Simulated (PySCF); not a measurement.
Molecule: sum formula H8SiN3O (charge +1, singlet). It need not be the lowest isomer of its formula. 
Geometry from a B3LYP-D3(BJ)/def2-TZVP (Ansatz) optimisation:
```xyz
13

Si     0.1477    -0.1171     0.0256
O     -0.6475    -1.1759     0.9539
N     -1.4015     0.9606    -0.2360
N      1.2781     0.8189     0.8260
N      0.6191    -0.5067    -1.5349
H     -0.2692    -2.0089     1.2512
H     -1.1907     1.7913    -0.7896
H     -2.1520     0.4544    -0.7091
H      1.9947     1.3631     0.3721
H      1.3839     0.8040     1.8285
H      0.0616    -1.0460    -2.1797
H      1.5897    -0.4919    -1.8099
H     -1.7762     1.2709     0.6621
```
Charge +1, spin multiplicity 1.

Dispersion corrections to the total energy (kcal/mol) from the dftd3 and dftd4 libraries through PySCF: D3(BJ) without and D4 with the three-body term, each with the damping fitted for the functional named.

| functional | D3(BJ) | D4 |
|---|---|---|
| PBE0 | [?] | -4.84 |
| B2GP-PLYP | -4.02 | -2.41 |
| BLYP | -13.16 | -12.76 |
| CAM-B3LYP | [?] | -4.86 |
| revPBE | -15.57 | -18.01 |
| r2SCAN | -1.80 | [?] |
| TPSS | -7.87 | -7.78 |

Q: Complete the blanks.

A: 
- PBE0, D3(BJ): -5.44
- CAM-B3LYP, D3(BJ): -4.89
- r2SCAN, D4: -1.42
